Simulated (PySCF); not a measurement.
CH4AlClOS, SMILES C[S][Al]([OH])[Cl].

Geometry optimised at B3LYP-D3(BJ)/def2-SVP. The structure was generated by enumeration; whether it is a known compound was not checked. Other conformers were not sampled.

All values below come from TDDFT-PBE/def2-SVPD in PySCF 2.14.0.

Vertical excitations. Gas-phase values at a fixed geometry. State labels are in the subgroup Cs.

| state | symmetry | energy (eV) | λ (nm) | f | main pairs |
|---|---|---|---|---|---|
| S1 | A" | 4.49 | 276 | 0.013 | HOMO→LUMO 100 % |
| S2 | A" | 5.49 | 226 | 0.003 | HOMO→LUMO+2 99 % |
| S3 | A' | 5.49 | 226 | 0.017 | HOMO→LUMO+1 71 %, HOMO−1→LUMO 28 % |
| S4 | A' | 6.03 | 206 | 0.179 | HOMO−1→LUMO 67 %, HOMO→LUMO+1 24 % |
| S5 | A" | 6.24 | 199 | 0.000 | HOMO−3→LUMO 99 % |
| S6 | A' | 6.27 | 198 | 0.027 | HOMO−2→LUMO 94 % |
| S7 | A" | 6.35 | 195 | 0.007 | HOMO→LUMO+3 94 % |
| S8 | A" | 6.52 | 190 | 0.001 | HOMO−1→LUMO+1 89 % |
| S9 | A" | 6.70 | 185 | 0.007 | HOMO→LUMO+4 99 % |
| S10 | A' | 6.76 | 184 | 0.009 | HOMO−1→LUMO+2 88 % |
| T1 | A" | 4.26 | 291 | 0 | HOMO→LUMO 99 % |
| T2 | A' | 4.82 | 257 | 0 | HOMO→LUMO+1 96 % |
| T3 | A" | 5.04 | 246 | 0 | HOMO→LUMO+2 99 % |
| T4 | A' | 5.48 | 226 | 0 | HOMO−1→LUMO 96 % |
Triplets are in the Tamm–Dancoff approximation, which puts them higher than full response would, so one can lie above its singlet here.
